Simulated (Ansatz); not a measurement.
Stepwise reaction of `C=C[Si](N)(N)O` with water, as a gas-phase model of exchange steps in deposition or etching. ΔE in kJ/mol.

Program: Ansatz. Geometries: PBE0-D4/def2-TZVP. ΔE: electronic, gas phase. CCSD(T)/CBS adds triple-zeta CCSD(T) − MP2 to the extrapolated MP2 energy (def2 sets, frozen cores). This one scheme is used for every species. DFT in def2-TZVPP. B3LYP here is the variant with VWN-RPA as its local correlation; programs differ in this. Each species was taken in one conformer, which may not be the lowest.

```csv
step,reaction,PBE-D4,B3LYP-D4,ωB97M-V,CCSD(T)/CBS
1,`C=C[Si](N)(N)O` + H₂O → `C=C[Si](N)(O)O` + NH₃,-42.5,-46.3,-46.3,-43.4
```

Question: Give the row of step 2, `C=C[Si](N)(O)O` + H₂O → `C=C[Si](O)(O)O` + NH₃. (Best estimate.)

Answer: Computed: 
| step | reaction | PBE-D4 | B3LYP-D4 | ωB97M-V | CCSD(T)/CBS |
| --- | --- | --- | --- | --- | --- |
| 2 | `C=C[Si](N)(O)O` + H₂O → `C=C[Si](O)(O)O` + NH₃ | -46.8 | -50.3 | -50.0 | -47.7 |

Question: By hand: ΔE of the 2 steps together at CCSD(T)/CBS.

Answer: (-43.4) + (-47.7) = -91.1 kJ/mol, or -45.5 kJ/mol a step.

In ΔE the steps differ by no more than 4.3 kJ/mol. All are downhill at CCSD(T)/CBS. PBE-D4 differs from CCSD(T)/CBS by 0.9 to 0.9 kJ/mol a step. Isolated molecules leave out the surface, adducts and barriers. Largest T1 diagnostic: 0.012.
